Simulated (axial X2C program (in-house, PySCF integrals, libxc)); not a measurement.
**Spectroscopic constants of SnN⁺**

All values were computed with an in-house relativistic program for diatomic molecules. Spin-free means the one-electron spin-free X2C Hamiltonian. Basis: Sn dyall-cv3z [11s12p9d4f1g], N dyall-av3z [7s7p3d2f] (cores contracted in-house); Gaussian nuclei, density fitting, unrestricted open shells. Masses: Sn 119.902 u, N 14.003 u.

Input:
```json
{"zs": [50, 7], "q": 1, "bas": ["dyall-cv3z", "dyall-av3z"], "levels": ["PBE0", "HF", "PBEsol"], "cc": true, "r0": 1.9, "thr": -1.0, "nmax": 90, "npts": 10, "nst": 2, "ntry": 6}
```
```bash
python so2c.py task.json out
```

Keys: zs atomic numbers; q charge; bas basis sets; levels methods; cc coupled cluster on or off; r0 starting distance in Å; thr threshold in hartree for freezing inner shells (an s shell follows its p shell); nmax most natural virtual spinors; npts points on the curve; nst determinants followed; ntry starts of the search. HF also brings MP2.

State, spin-free: M_S = 1, Λ = 0 (beyond evenly filled blocks: π+α, π-α); electrons by block: σα: 13, σβ: 13, π+α: 6, π+β: 5, π-α: 6, π-β: 5, δ+α: 2, δ+β: 2, δ-α: 2, δ-β: 2. Fragments: Sn+ + N.

| Hamiltonian | level | Re (Å) | ωe (cm⁻¹) | Be (cm⁻¹) | αe (cm⁻¹) | De (eV) | D0 (eV) | k (mdyn/Å) | μ (D) |
| --- | --- | --- | --- | --- | --- | --- | --- | --- | --- |
| spin-free | PBE0 | 2.111 | 555.0 | 0.3017 | 0.0022 | 1.76 | 1.73 | 2.28 | -1.81 |
| spin-free | PBEsol | 2.128 | 535.0 | 0.2968 | 0.00215 | 2.25 | 2.22 | 2.11 | -1.51 |

Dipoles are positive if N is the positive end and refer to the centre of mass.

The state is a single determinant with fixed occupations, the lowest that a limited PBE0 search found. Dissociation energies refer to the lowest single-determinant-based atoms at the same level and basis. Spin-free De lacks the spin–orbit lowering of the heavy p-block atom, a tenth of an eV or more for 4p and 5p, up to an eV for 6p and one to two eV for 7p atoms, less what an open-shell molecule gains itself.

No reliable constants came from CCSD (2c), CCSD (spin-free), CCSD(T) (2c), CCSD(T) (spin-free), HF (2c), HF (spin-free), MP2 (2c), MP2 (spin-free), PBE0 (2c), PBEsol (2c): no minimum in range, unconverged points, a curve that is not smooth, a change of character along it, or the two Hamiltonians disagreeing along it.

The whole task took 2.5 min on 1 thread of Intel(R) Xeon(R) Processor @ 2.30GHz, on a shared host.
